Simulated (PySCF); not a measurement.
# Sn³⁺ (tin, charge +3) across methods

[Kr] 4d10 5s1, 2S determinant. All numbers are calculated (PySCF 2.14, scalar relativity by spin-free X2C-1e, in aug-cc-pwCVTZ-DK3 with one added diffuse shell each of s, p, d, f type (11s10p8d5f1g, 125 functions)).

```json
{"method": "LDA", "E (hartree)": "-6168.32", "mean ε 4d α (eV)": "-55.393", "mean ε 4d β (eV)": "-55.112", "mean ε 5s α (eV)": "-36.920", "Σ⟨r²⟩ (bohr²)": "28.04", "⟨S²⟩": "0.750"}
{"method": "PW91", "E (hartree)": "-6174.85", "mean ε 4d α (eV)": "-55.278", "mean ε 4d β (eV)": "-54.965", "mean ε 5s α (eV)": "-36.604", "Σ⟨r²⟩ (bohr²)": "28.05", "⟨S²⟩": "0.750"}
{"method": "revPBE", "E (hartree)": "-6174.22", "mean ε 4d α (eV)": "-55.133", "mean ε 4d β (eV)": "-54.818", "mean ε 5s α (eV)": "-36.336", "Σ⟨r²⟩ (bohr²)": "28.04", "⟨S²⟩": "0.750"}
{"method": "PBE", "E (hartree)": "-6173.95", "mean ε 4d α (eV)": "-55.189", "mean ε 4d β (eV)": "-54.877", "mean ε 5s α (eV)": "-36.478", "Σ⟨r²⟩ (bohr²)": "28.05", "⟨S²⟩": "0.750"}
{"method": "PBE0", "E (hartree)": "-6174.03", "mean ε 4d α (eV)": "-57.925", "mean ε 4d β (eV)": "-57.628", "mean ε 5s α (eV)": "-37.400", "Σ⟨r²⟩ (bohr²)": "28.01", "⟨S²⟩": "0.750"}
{"method": "r2SCAN", "E (hartree)": "-6174.37", "mean ε 4d α (eV)": "-55.888", "mean ε 4d β (eV)": "-55.542", "mean ε 5s α (eV)": "-36.650", "Σ⟨r²⟩ (bohr²)": "27.98", "⟨S²⟩": "0.751"}
{"method": "UHF", "E (hartree)": "-6171.73392", "mean ε 4d α (eV)": "-64.844", "mean ε 4d β (eV)": "-64.588", "mean ε 5s α (eV)": "-39.443", "Σ⟨r²⟩ (bohr²)": "28.13", "⟨S²⟩": "0.751"}
{"method": "TPSSh", "E (hartree)": "-6174.12", "mean ε 4d α (eV)": "-56.326", "mean ε 4d β (eV)": "-56.006", "mean ε 5s α (eV)": "-36.627", "Σ⟨r²⟩ (bohr²)": "28.02", "⟨S²⟩": "0.750"}
```
